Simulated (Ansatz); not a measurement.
Cost against result

Saddle point of GePH$_{6}$, doublet (GeH₃ + PH₃ → GeH₄ + PH₂; bonds formed: H1–Ge3; bonds broken: H1–P2), PBE0-D4/def2-TZVP structure:

H1  (-0.425, 0.406, 0.316)
P2  (-1.048, 1.882, 0.105)
Ge3  (0.466, -1.233, 0.274)
H4  (-1.348, 1.555, -1.246)
H5  (0.243, 2.370, -0.237)
H6  (-0.443, -2.312, 0.888)
H7  (1.763, -1.092, 1.091)
H8  (0.792, -1.576, -1.191)
(Å)

Barriers are electronic and count from the start structure reached by relaxing down the imaginary mode. Spin–orbit coupling is left out.

Program: Ansatz 0.2.0. Basis: as named in each row. Cores are frozen in the correlated methods; orbitals are unrestricted. Filled d shells of the heavier atoms are correlated. The def2 sets are not built for correlating such inner shells, so the correlated values are less sure here. B3LYP uses VWN-RPA correlation. Extrapolation: Hartree–Fock as exp(−7.88 √X), correlation as X^−2.97.

Times are rough, for one single point on 4 threads of a shared host (Intel Xeon).

The estimate by CCSD(T) at an estimated basis limit (MP2 extrapolated from triple and quadruple zeta, plus CCSD(T) − MP2 in triple zeta) is 6.38 kcal/mol.

| method | basis | time (s) | barrier (kcal/mol) | method less estimate |
| --- | --- | --- | --- | --- |
| HF | STO-3G | under 1 | 8.41 | 2.03 |
| SPW92 | def2-SVP | under 1 | -4.07 | -10.45 |
| PBE-D4 | STO-3G | 1 | -8.78 | -15.16 |
| PBE-D4 | def2-SVP | 1 | -0.04 | -6.42 |
| B3LYP-D4 | 6-31G | 2 | -0.18 | -6.56 |
| SPW92 | def2-TZVPP | 2 | -3.93 | -10.31 |
| PBE0-D4 | def2-SVP | 2 | 2.77 | -3.61 |
| BLYP-D4 | def2-TZVPP | 3 | 1.26 | -5.12 |
| PBE-D4 | def2-TZVPP | 3 | 0.03 | -6.35 |
| BHLYP-D4 | def2-TZVPP | 5 | 6.48 | 0.11 |
| RPA on PBE | def2-TZVPP | 5 | 7.12 | 0.75 |
| B3LYP-D4 | def2-TZVPP | 5 | 3.33 | -3.05 |
| r2SCAN-D4 | def2-TZVPP | 6 | 2.04 | -4.33 |
| PBE0-D4 | def2-TZVPP | 6 | 2.82 | -3.55 |
| CAM-B3LYP-D4 | def2-TZVPP | 6 | 5.26 | -1.12 |
| PBE-QIDH | def2-TZVPP | 6 | 5.88 | -0.50 |
| wB97M-V | def2-SVP | 7 | 6.85 | 0.48 |
| B2PLYP | def2-TZVPP | 7 | 5.34 | -1.04 |
| CCSD(T) | def2-SVP | 8 | 9.65 | 3.28 |
| r2SCAN0-D4 | def2-TZVPP | 8 | 4.05 | -2.33 |
| B97M-V | def2-TZVPP | 11 | 1.71 | -4.66 |
| wB97X-V | def2-TZVPP | 11 | 5.77 | -0.61 |
| wB97M-V | def2-TZVPP | 12 | 7.11 | 0.74 |
| MP2 | def2-QZVPP | 23 | 7.87 | 1.50 |
| CCSD(T) | def2-TZVPP | 100 | 7.01 | 0.63 |

All methods are single points on the PBE0-D4 structures; a negative value means that the method puts the saddle structure below the start.

T1 diagnostic: at most 0.016. ⟨S²⟩ of the unrestricted Hartree–Fock references: 0.75 to 0.80 (a pure state has 0.75).

Radical steps of this kind take place in plasma deposition and etching.
